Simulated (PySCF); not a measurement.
Spinor energies of Te³⁶⁺ (tellurium, charge +36)

Start: [Ne] 3s2 3p4; 3p1/2 filled at m_j = -1/2, +1/2; 3p3/2 filled at m_j = +1/2, +3/2. Calculated with PySCF 2.14 in an even-tempered Gaussian basis (19 s from 7 bohr⁻², ratio 2.4; 14 p from 9 bohr⁻², ratio 2.4; 5 d from 34 bohr⁻², ratio 2.6; 4 f from 52 bohr⁻², ratio 2.6): generalised Hartree-Fock with the X2C-1e Hamiltonian and a Gaussian nucleus; one run each with spin-orbit coupling (SO) switched off, then screened by Boettger's factors.

```tsv
spinor shell	electrons	ε, spin-free (eV)	ε, screened SO (eV)	weight of nominal j (screened SO)	rms radius, screened SO (bohr)
1s1/2	2	-34022.5	-34017.4	1.000	0.0318
2s1/2	2	-6967.3	-6965.0	1.000	0.128
2p1/2	2	-6461.7	-6658.5	1.000	0.110
2p3/2	4	-6461.7	-6370.4	1.000	0.115
3s1/2	2	-2651.8	-2650.9	1.000	0.311
3p1/2	2	-2495.7	-2538.2	0.993	0.299
3p3/2	2	-2495.7	-2474.4	0.996	0.307
```

| quantity | spin-free | screened SO |
| --- | --- | --- |
| E (hartree) | -5733.49611 | -5736.82433 |
| M_J | 2 | 2 |
| ⟨J²⟩ | 6.001 | 6.002 |
| ⟨L²⟩ | 2.001 | 3.095 |
| ⟨S²⟩ | 2.000 | 1.466 |

Each row is a mean over spinors that exchange with the open shell spreads, by up to 26.812 eV (3s1/2).

Breit and QED terms are absent; they matter most for the inner s and p1/2 levels.

Densities and radii are taken from the X2C orbitals without a picture-change correction, which distorts them close to the nucleus.

Without spin-orbit coupling the j labels of p, d and f shells carry no meaning; the spin-free column gives the mean over the occupied spinors of each nl shell.
